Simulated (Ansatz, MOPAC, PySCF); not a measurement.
Dimer: H3NSe (SMILES N[SeH]) (first 5 atoms) with HF (SMILES F); geometry from B3LYP-D3(BJ)/def2-TZVP, rigid monomers moved along the line of their centres of mass till N1···H7 is 1.94 Å.
(charge 0, multiplicity 1):
```xyz
7

N     -1.001     0.600     0.760
Se    -0.201    -0.947     0.049
H     -0.826     1.398     0.160
H     -2.001     0.468     0.859
H     -0.929    -0.997    -1.240
F      0.109     1.160     3.370
H     -0.288     1.016     2.511
```

Monomers are frozen at their geometry in the pair; levels with a basis set take the counterpoise correction. Rows marked so take none.

Rows in STO-3G carry no dispersion term and start afresh at each structure; the Pople sets are all-electron and without relativity. The state reached by PM6 isn't checked.

Programs: Ansatz (a quantum-chemistry and plane-wave program); MOPAC for PM6 (differences of heats of formation); PySCF for STO-3G rows. Each number belongs to the level named beside it.

### Question
One of these levels gives -6.50 kcal/mol for the interaction energy. Which one is it?
A. PBE/def2-TZVPPD
B. PM6
C. HF/aug-cc-pVDZ
D. HF/STO-3G (no counterpoise)

### Answer
D, HF/STO-3G (no counterpoise). The others give -3.17 (PM6), -8.37 (HF/aug-cc-pVDZ), -10.34 (PBE/def2-TZVPPD)
